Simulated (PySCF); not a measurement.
**How methods differ on the ionisation energy of Os(55+)**

Os(55+) [Ar] 3d3 (4F) → Os(56+) [Ar] 3d2 (3F), as a difference of total energies. Computed with PySCF 2.14 in an uncontracted even-tempered set (17 s from 14 bohr⁻², ratio 2.5; 12 p from 18 bohr⁻², ratio 2.5; 7 d from 18 bohr⁻², ratio 2.5; 4 f from 65 bohr⁻², ratio 2.7; 3 g from 97 bohr⁻², ratio 2.7), with the spin-free X2C one-electron Hamiltonian (Gaussian nucleus). Correlated levels: outer shells: [Ne] frozen; virtual orbitals above 40 to 60 times the deepest correlated orbital energy dropped. The calculations carry no spin-orbit coupling.

| method | ionisation energy (eV) |
| --- | --- |
| UHF | 5386.4 |
| LDA | 5384.7 |
| PBE | 5385.0 |
| PBE0 | 5385.8 |
| r2SCAN | 5387.5 |
| BLYP | 5385.3 |
| M06-L | 5389.5 |
| MP2 (outer shells) | 5386.4 |
| SCS-MP2 (outer shells) | 5386.0 |

Spin-orbit coupling is strong in these open shells (close to jj coupling). The scalar numbers leave it out and a first-order estimate fails, so it can dominate the gap to the real levels.

Breit and QED terms and the two-electron picture change are absent.

For comparison: 5421 ± 5 eV (theoretical estimate listed by NIST; NIST Atomic Spectra Database, ionization energies).
